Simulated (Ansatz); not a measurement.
`F[SiH]([SiH3])S` at its PBE0-D4/def2-TZVP geometry, where that method's forces vanish. The species carries charge 0 and has multiplicity 1.

| atom | x (Å) | y (Å) | z (Å) |
| --- | --- | --- | --- |
| F1 | -1.057 | -0.811 | 1.802 |
| Si2 | 0.195 | -0.679 | 0.808 |
| Si3 | -0.570 | 0.150 | -1.240 |
| S4 | 1.699 | 0.591 | 1.607 |
| H5 | 0.844 | -2.011 | 0.736 |
| H6 | 0.535 | 0.070 | -2.231 |
| H7 | -1.741 | -0.619 | -1.737 |
| H8 | -0.959 | 1.575 | -1.058 |
| H9 | 1.054 | 1.733 | 1.315 |

For each bond, give half the difference of the two atoms' forces along it (eV/Å; positive pushes the atoms apart) under PBE-D4, r2SCAN-D4, B3LYP-D4, ωB97M-V in def2-TZVPP. (Best estimate.)

The calculation gave: 
```tsv
bond	length (Å)	PBE-D4	r2SCAN-D4	B3LYP-D4	ωB97M-V
F1–Si2	1.604	0.54	0.05	0.19	0.17
Si2–Si3	2.338	-0.18	-0.02	0.05	0.00
Si2–S4	2.124	0.08	0.06	0.15	0.03
Si2–H5	1.483	0.06	-0.03	-0.15	-0.17
Si3–H6	1.486	0.09	-0.02	-0.07	-0.09
Si3–H7	1.486	0.09	-0.01	-0.07	-0.10
Si3–H8	1.488	0.09	-0.01	-0.07	-0.10
S4–H9	1.344	0.25	0.01	-0.02	-0.09
```

B3LYP here is the variant with VWN-RPA as its local correlation; programs differ in this.

Computed with Ansatz.
